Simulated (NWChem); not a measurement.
Program: NWChem. System: C2H4F2Si2, charge 0, spin multiplicity 1, at a geometry optimised with PBE0/def2-SVP. The structure started from a generated list of species. Level: RHF/def2-SVP.

Input file:

```
start mol
memory heap 200 mb stack 800 mb global 1000 mb
geometry units angstroms nocenter noautoz noautosym
  F     -2.125081     0.505752     0.985560
  C     -0.882593     0.464189     0.522877
  C      0.100967     1.308216     0.911613
  Si     1.620667     0.710597    -0.028366
  Si    -0.122880    -0.616312    -0.824754
  F     -0.144513    -2.220299    -0.543571
  H     -0.060392     2.124469     1.626070
  H      2.660312     0.061458     0.824040
  H      2.269691     1.723027    -0.914893
  H     -0.722526    -0.432461    -2.176382
end
basis spherical
  * library def2-svp
end
scf
  rhf
  nopen 0
  maxiter 100
  thresh 1e-7
  semidirect memsize 60000000 filesize 0
end
task scf energy
```

Part of the output:

```
             Northwest Computational Chemistry Package (NWChem) 7.3.0
             --------------------------------------------------------

                                NWChem Input Module
                                -------------------

 Scaling coordinates for geometry "geometry" by  1.889725989
 (inverse scale =  0.529177249)

                             Geometry "geometry" -> ""
                             -------------------------

 Output coordinates in angstroms (scale by  1.889725989 to convert to a.u.)

  No.       Tag          Charge          X              Y              Z
 ---- ---------------- ---------- -------------- -------------- --------------
    1 F                    9.0000    -2.12508100     0.50575200     0.98556000
    2 C                    6.0000    -0.88259300     0.46418900     0.52287700
    3 C                    6.0000     0.10096700     1.30821600     0.91161300
    4 Si                  14.0000     1.62066700     0.71059700    -0.02836600
    5 Si                  14.0000    -0.12288000    -0.61631200    -0.82475400
    6 F                    9.0000    -0.14451300    -2.22029900    -0.54357100
    7 H                    1.0000    -0.06039200     2.12446900     1.62607000
    8 H                    1.0000     2.66031200     0.06145800     0.82404000
    9 H                    1.0000     2.26969100     1.72302700    -0.91489300
   10 H                    1.0000    -0.72252600    -0.43246100    -2.17638200

 Effective nuclear repulsion energy (a.u.)     350.1578704013

            Nuclear Dipole moment (a.u.)
            ----------------------------
        X                 Y               Z
 ---------------- ---------------- ----------------
     0.0000018897    -0.0000188973    -0.0000075589


 Summary of "ao basis" -> "" (spherical)
 ------------------------------------------------------------------------------
       Tag                 Description            Shells   Functions and Types
 ---------------- ------------------------------  ------  ---------------------
 *                          def2-svp                  on all atoms
[...]
 Vector   32  Occ=0.000000D+00  E= 1.048104D-01
              MO Center= -1.7D-01,  3.5D-01,  1.1D-01, r^2= 3.8D+00
   Bfn.  Coefficient  Atom+Function         Bfn.  Coefficient  Atom+Function
  ----- ------------  ---------------      ----- ------------  ---------------
    72      0.686914   5 Si py               37      0.427918   3 C  pz
    36     -0.382036   3 C  py              109     -0.377659  10 H  s
    22      0.304054   2 C  py               81      0.287263   6 F  s
    17     -0.268303   2 C  s                64      0.268608   5 Si s
    34      0.243586   3 C  pz               23     -0.225714   2 C  pz

 Vector   33  Occ=0.000000D+00  E= 1.320246D-01
              MO Center=  1.1D+00,  4.5D-01, -2.3D-01, r^2= 5.1D+00
   Bfn.  Coefficient  Atom+Function         Bfn.  Coefficient  Atom+Function
  ----- ------------  ---------------      ----- ------------  ---------------
    54      1.076828   4 Si py               31     -0.910639   3 C  s
    99      0.600375   8 H  s                71      0.547417   5 Si px
    53     -0.393833   4 Si px               64      0.386180   5 Si s
    72      0.369361   5 Si py               55      0.356414   4 Si pz
    35     -0.285477   3 C  px               94      0.269835   7 H  s

 Vector   34  Occ=0.000000D+00  E= 1.436708D-01
              MO Center=  1.0D+00,  3.6D-01, -1.1D-01, r^2= 4.6D+00
   Bfn.  Coefficient  Atom+Function         Bfn.  Coefficient  Atom+Function
  ----- ------------  ---------------      ----- ------------  ---------------
    55      1.146771   4 Si pz               99     -0.717830   8 H  s
    31     -0.661166   3 C  s               104      0.626035   9 H  s
    72     -0.318012   5 Si py               71      0.298943   5 Si px
    64      0.288091   5 Si s                22      0.276173   2 C  py
    46      0.270648   4 Si s                23     -0.245233   2 C  pz

 center of mass
 --------------
 x =  -0.09938251 y =  -0.07998888 z =   0.01699616

 moments of inertia (a.u.)
 ------------------
         782.910547150588         -73.935862012524         141.134900617615
         -73.935862012524         883.535891934162        -236.469166126772
         141.134900617615        -236.469166126772        1199.851775662631

  Mulliken analysis of the total density
  --------------------------------------

    Atom       Charge   Shell Charges
 -----------   ------   -------------------------------------------------------
    1 F    9     9.31   1.99  1.13  0.80  3.34  2.04  0.01
    2 C    6     5.94   1.99  0.90  0.33  1.88  0.74  0.09
    3 C    6     6.37   1.99  0.88  0.40  1.98  1.08  0.03
    4 Si  14    13.54   2.00  1.99  0.95  0.20  5.94  1.25  0.99  0.23
    5 Si  14    13.12   2.00  1.99  0.94  0.12  5.94  1.15  0.63  0.34
    6 F    9     9.48   1.99  1.11  0.83  3.34  2.20  0.01
    7 H    1     0.91   0.73  0.16  0.03
    8 H    1     1.10   0.74  0.35  0.01
    9 H    1     1.11   0.74  0.36  0.01
   10 H    1     1.12   0.74  0.36  0.01

       Multipole analysis of the density wrt the origin
       ------------------------------------------------

     L   x y z        total         open         nuclear
     -   - - -        -----         ----         -------
     0   0 0 0      0.000000      0.000000     62.000000

     1   1 0 0      0.605746      0.000000      0.000002
     1   0 1 0      0.657120      0.000000     -0.000019
     1   0 0 1     -0.279072      0.000000     -0.000008

     2   2 0 0    -38.501747      0.000000    340.338035
     2   1 1 0      0.421770      0.000000     46.391311
     2   1 0 1      0.807423      0.000000    -64.257871
     2   0 2 0    -39.609294      0.000000    279.582368
     2   0 1 1      0.838566      0.000000    120.216076
     2   0 0 2    -36.131031      0.000000    130.197290

 Task  times  cpu:        5.9s     wall:        5.9s

 Total times  cpu:        5.9s     wall:        5.9s
```
